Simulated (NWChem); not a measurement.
System: InH$_{3}$S$_{2}$; SMILES [SH][InH][SH]

Parts of the log:

```
             Northwest Computational Chemistry Package (NWChem) 7.3.0
             --------------------------------------------------------

 C2V symmetry detected

                             Geometry "geometry" -> ""
                             -------------------------

 Output coordinates in angstroms (scale by  1.889725989 to convert to a.u.)

  No.       Tag          Charge          X              Y              Z
 ---- ---------------- ---------- -------------- -------------- --------------
    1 In                  49.0000     0.00000000     0.00000000    -0.50605426
    2 H                    1.0000     0.00000000     0.00000000    -2.23640626
    3 S                   16.0000    -2.00278499     0.00000000     0.85922074
    4 H                    1.0000    -2.82162736     0.00000000    -0.23099926
    5 S                   16.0000     2.00278499     0.00000000     0.85922074
    6 H                    1.0000     2.82162736     0.00000000    -0.23099926

 Effective nuclear repulsion energy (a.u.)     430.2584718760

      Symmetry information
      --------------------

 Group name             C2v
 Group number             16
 Group order               4
 No. of unique centers     4

 Summary of "ao basis" -> "ao basis" (spherical)
 ------------------------------------------------------------------------------
       Tag                 Description            Shells   Functions and Types
 ---------------- ------------------------------  ------  ---------------------
 In                         def2-svp                10       26   4s4p2d
 H                          def2-svp                 3        5   2s1p
 S                          def2-svp                 8       18   4s3p1d

      Symmetry analysis of basis
      --------------------------

        a1         32
        a2          8
        b1         24
        b2         13

            General Information
            -------------------
          SCF calculation type: DFT
          Wavefunction type:  closed shell.
          No. of atoms     :     6
          No. of electrons :    56
           Alpha electrons :    28
            Beta electrons :    28
          Charge           :     0
          Spin multiplicity:     1
          Use of symmetry is: off; symmetry adaption is: on
          Maximum number of iterations: 150
          AO basis - number of functions:    77
                     number of shells:    35
          Convergence on energy requested:  1.00D-06
          Convergence on density requested:  1.00D-05
          Convergence on gradient requested:  5.00D-04

[...]

                                NWChem TDDFT Module
                                -------------------

            General Information
            -------------------
           No. of orbitals :     154
            Alpha orbitals :      77
             Beta orbitals :      77
        Alpha frozen cores :       0
         Beta frozen cores :       0
     Alpha frozen virtuals :       0
      Beta frozen virtuals :       0
         Spin multiplicity :       1
    Number of AO functions :      77
        Use of symmetry is : off
      Symmetry adaption is : on
         Schwarz screening :  0.10D-07

              XC Information
              --------------
   PerdewBurkeErnzerhof Exchange Functional   1.00
     Perdew 1991 LDA Correlation Functional   1.00 local
    PerdewBurkeErnz. Correlation Functional   1.00 non-local

             TDDFT Information
             -----------------
          Calculation type : Tamm-Dancoff TDDFT
         Wavefunction type : Restricted singlets
          No. of electrons :      56
           Alpha electrons :      28
            Beta electrons :      28
              No. of roots :       8
          Max subspacesize :    5600
            Max iterations :     100
               Target root :       1
           Target symmetry : none
      Symmetry restriction : off
                 Algorithm : Optimal
        Davidson threshold :  0.10D-03

    8 smallest eigenvalue differences (eV)
--------------------------------------------------------
  No. Spin  Occ  Vir  Irrep   E(Occ)    E(Vir)   E(Diff)
--------------------------------------------------------
    1    1   28   29 b1       -0.219    -0.074     3.936
    2    1   28   30 a2       -0.219    -0.070     4.042
    3    1   27   29 a1       -0.236    -0.074     4.402
    4    1   27   30 b2       -0.236    -0.070     4.508
    5    1   26   29 a2       -0.266    -0.074     5.215
    6    1   25   29 b2       -0.266    -0.074     5.217
    7    1   26   30 b1       -0.266    -0.070     5.321
    8    1   25   30 a1       -0.266    -0.070     5.323
--------------------------------------------------------

  Entering Davidson iterations
  Restricted singlet excited states

  Iter   NTrls   NConv    DeltaV     DeltaE      Time
  ----  ------  ------  ---------  ---------  ---------
    1      8       0     0.15E+00   0.10+100        1.8
    2     16       0     0.16E+00   0.42E-01        1.8
    3     24       1     0.10E+00   0.28E-01        1.8
    4     31       4     0.64E-01   0.12E-01        1.6
    5     35       5     0.52E-02   0.50E-02        1.2
    6     38       7     0.27E-03   0.51E-04        1.1
    7     39       8     0.28E-04   0.90E-07        0.8
  ----  ------  ------  ---------  ---------  ---------
  Convergence criterion met

  Ground state a1       -987.772388111300 a.u.

  ----------------------------------------------------------------------------
  Root   1 singlet a2             0.153477592 a.u.                4.1763 eV
  ----------------------------------------------------------------------------
     Transition Moments    X -0.00000   Y -0.00000   Z  0.00000
     Dipole Oscillator Strength                    0.0000000000
     Electric Quadrupole                           0.0000000182
     Magnetic Dipole                               0.0000000169
     Total Oscillator Strength                     0.0000000351

[...]
```

Level: PBE/def2-SVP with def2 effective core potentials on In, TDA. Structure relaxed at the PBE-D3(BJ)/def2-SVP level. def2 effective core potentials on In; no spin-orbit coupling.

Task: Write an input that gives this output.

Result: One answer among several that fit: the input that was run:
```
start job
memory heap 200 mb stack 900 mb global 1100 mb
geometry units angstroms noautoz
  In     0.000000     0.000000    -0.532365
  H      0.000000     0.000000    -2.262717
  S     -2.002784     0.001991     0.832910
  H     -2.821626     0.002771    -0.257310
  S      2.002784    -0.001991     0.832910
  H      2.821626    -0.002771    -0.257310
end
basis spherical
  * library def2-svp
end
ecp
  In library def2-ecp
end
dft
  xc xpbe96 cpbe96
  iterations 150
end
tddft
  cis
  nroots 8
  notriplet
end
task tddft energy
```
